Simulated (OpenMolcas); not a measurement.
An OpenMolcas run meant for Ti⁺ (ANO-L-VQZP, non-relativistic; inactive shells 1s 2s 2p 3s 3p; intended active space 3 electrons in 6 orbitals (3d 4s)). One step of its input:

```
&CASPT2
Multistate=20 1 2 3 4 5 6 7 8 9 10 11 12 13 14 15 16 17 18 19 20
Frozen=2 3
IPEA=0.25
Imaginary=0.1
MaxIter=60
WThr=0.0 0.3 0.05
PrWF=0.5
NoMix
Deleted=20 17
```

The run finished. Its levels beside those of a sound run (MS-CASPT2, IPEA 0.25 Eh, imaginary shift 0.1 Eh (closed shells correlated: 3s 3p)), in cm⁻¹ above each run's lowest level:

```json
{"Level": "3d² 4s ⁴F_3/2", "This run": "0.0", "Usual run": "0.0"}
{"Level": "3d² 4s ⁴F_5/2", "This run": "89.9", "Usual run": "89.7"}
{"Level": "3d² 4s ⁴F_7/2", "This run": "216", "Usual run": "216"}
{"Level": "3d² 4s ⁴F_9/2", "This run": "379", "Usual run": "379"}
{"Level": "3d³ ⁴F_3/2", "This run": "7137", "Usual run": "1118"}
{"Level": "3d³ ⁴F_5/2", "This run": "7229", "Usual run": "1210"}
{"Level": "3d³ ⁴F_7/2", "This run": "7356", "Usual run": "1337"}
{"Level": "3d³ ⁴F_9/2", "This run": "7515", "Usual run": "1495"}
{"Level": "3d² 4s ²F_5/2", "This run": "4676", "Usual run": "3795"}
{"Level": "3d² 4s ²F_7/2", "This run": "4922", "Usual run": "4040"}
{"Level": "3d² 4s ²D_3/2", "This run": "8354", "Usual run": "7831"}
{"Level": "3d² 4s ²D_5/2", "This run": "8362", "Usual run": "7864"}
{"Level": "3d³ ²P_1/2", "This run": "9955", "Usual run": "8109"}
{"Level": "3d³ ²P_3/2", "This run": "10068", "Usual run": "8237"}
```

Q: Which setting is unsound, and how much does it matter here?

A: Nearly half of the orbitals are deleted from the virtual space, which removes much of the correlation energy. Against the sound run the excited levels shown move by 2300 cm-1 on average and by 6000 cm-1 at most.

Term energies are means over components that CASPT2 splits; among the terms shown or strongly mixed into the levels shown the widest spread is 5300 cm-1 (3d² 4s ²F, this run). Over all roots computed the reference weight is 0.88 to 0.94 in the sound run, 0.91 to 0.96 in this run; the roots of lowest weight are the least certain, and an intruder state may touch them. Configurations are named by rounded mean occupations; where the s occupation lies near a half they are strongly mixed, a name can repeat and a true partner stay unpaired. A single d shell beside an s shell can misplace configurations of different d count against each other. The CASPT2 spread within a term exceeds the gap to the next term for 3d² 4s ⁴F and 3d³ ⁴F, so the order of their levels is uncertain, and so are names and mixing where such terms share a J (figures for the sound run; the like holds for this run). Some levels mix across a computed gap that differs much from the measured one, so their mixing is not that of the real levels (holds for the sound run). Some terms miss by over 15 % even with CASPT2, which points to a basis or an active space too small for the shells correlated (holds for the sound run). Levels of configurations outside the active space are missing.
